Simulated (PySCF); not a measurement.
A structure optimised at B3LYP-D3(BJ)/def2-SVP, used in a PySCF frequency run:

```
Ga
O 1 1.7808
H 2 0.9677 1 114.00
I 1 2.4828 2 116.86 3 180.00
I 1 2.5007 2 120.51 3 0.00
```

### Question
Write its SMILES, formula and point group.

### Answer
[OH][Ga]([I])[I], GaHI₂O, Cs

### Question
What are its rotational constants (standard atomic weights)?

### Answer
2.5268, 0.41648, 0.35755 GHz
